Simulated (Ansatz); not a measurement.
Molecule: CaF$_{2}$, net charge -1, doublet state. 
Coordinates optimised at B3LYP-D3(BJ)/def2-TZVP (Ansatz, a first-principles code):
```xyz
3

Ca    -0.2108     0.2672     0.3420
F      0.0269     1.0359    -1.5492
F      0.4416    -1.6296     0.7893
```
Charge -1, spin multiplicity 2.

Basis-set convergence of Hartree-Fock and MP2 correlation energies (hartree) with Ansatz. Valence correlation only, unless marked. UHF or UKS for open shells. Spin-orbit coupling is left out. Frozen are the shells of the preceding noble gas and the d and f shells that filled before the atom's block. The outer core of K, Ca and their heavier congeners is not correlated, a term that matters for these elements. No relativistic terms. This anion needs diffuse functions, which these sets lack.

```csv
basis,functions,E(HF),"E(corr, MP2)"
def2-SVP,52,-875.53792,-0.40912
def2-TZVPP,98,-875.88725,-0.55245
def2-QZVPP,184,[?],[?]
```

### Question
Some entries are withheld; supply them.

### Answer

- def2-QZVPP, E(HF): -875.91662
- def2-QZVPP, E(corr, MP2): -0.60983
